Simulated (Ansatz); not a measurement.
`[SiH3]/C=C/I` + `C=CN[SiH2]Cl` → `C=CN([SiH3])[SiH2]Cl` + `C=CI`  (ligand exchange at the Si–C bond)

Computed with Ansatz on PBE0-D4/def2-TZVP structures; ΔE is electronic, products minus reactants. CCSD(T)/CBS adds triple-zeta CCSD(T) − MP2 to the extrapolated MP2 energy (def2 sets, frozen cores). DFT in def2-TZVPP. B3LYP here is the variant with VWN-RPA as its local correlation; programs differ in this. def2 core potentials past Kr. For I outer-core shells are correlated without core-valence functions, which leaves a few kJ/mol of doubt a bond. Each species was taken in one conformer, which may not be the lowest.

`[SiH3]/C=C/I`:

```xyz
9

Si    0.948    0.941   -0.389
C    -0.637    0.115    0.135
C    -0.682   -1.188    0.367
I    -2.394   -2.221    0.956
H     2.016   -0.089   -0.471
H     0.779    1.592   -1.715
H     1.336    1.987    0.593
H    -1.540    0.710    0.253
H     0.173   -1.847    0.272
```

`C=CN[SiH2]Cl`:

Z-matrix (Å, degrees):
```
Si
Cl 1 2.062
N 1 1.712 2 114.0
H 1 1.477 2 106.8 3 118.7
H 1 1.478 2 106.3 3 -119.1
C 3 1.387 1 125.4 2 -80.1
H 3 1.010 1 119.0 2 86.3
C 6 1.330 3 126.2 1 169.0
H 6 1.087 3 113.8 1 -11.9
H 8 1.080 6 120.2 3 178.6
H 8 1.085 6 122.0 3 -1.3
```

`C=CN([SiH3])[SiH2]Cl`:

Z-matrix (Å, degrees):
```
Si
N 1 1.752
H 1 1.485 2 105.3
H 1 1.483 2 111.6 3 118.8
H 1 1.483 2 111.6 3 -118.8
C 2 1.400 1 119.6 3 0.1
Si 2 1.733 1 123.5 3 -180.0
C 6 1.333 2 126.6 1 179.8
H 6 1.087 2 114.3 1 -0.2
Cl 7 2.054 2 106.6 1 0.1
H 7 1.480 2 111.6 1 117.9
H 7 1.480 2 111.6 1 -117.7
H 8 1.085 6 123.7 2 -0.0
H 8 1.081 6 119.6 2 180.0
```

`C=CI`:

```xyz
6

C    -0.070   -0.336   -0.696
C    -0.169    0.181    0.514
I     1.406    1.107    1.505
H     0.849   -0.315   -1.269
H    -0.937   -0.805   -1.151
H    -1.080    0.167    1.097
```

Problem. Is it downhill or uphill in electronic energy at CCSD(T)/CBS, and by how much? (Best estimate.)

Solution. The calculation gave: Downhill: ΔE = -32.9 kJ/mol.

Problem. What do these levels give: r2SCAN-D4, B3LYP-D4, MP2/def2-TZVPP, MP2/def2-QZVPP, HF/CBS(def2), CCSD/CBS(def2)? (Estimate.)

Solution. The calculation gave: r2SCAN-D4 -24.8, B3LYP-D4 -28.7, MP2/def2-TZVPP -34.7, MP2/def2-QZVPP -34.8, HF/CBS(def2) -25.3, CCSD/CBS(def2) -32.1 kJ/mol.

Largest T1 diagnostic among the species: 0.011.

In def2-TZVPP, CCSD(T) changes the Hartree–Fock value by −8.2 kJ/mol (the triples alone add −0.8 kJ/mol) and MP2 by −10.0 kJ/mol. The D4 term adds −12.0 kJ/mol with B3LYP and −6.3 kJ/mol with PBE0; it sums over pairs of atoms, weighted by their polarisabilities, and B3LYP, whose exchange is more repulsive, gets the larger term. From PBE to PBE0 (25 % exact exchange), in def2-TZVPP and without D4, ΔE moves by −5.4 kJ/mol.
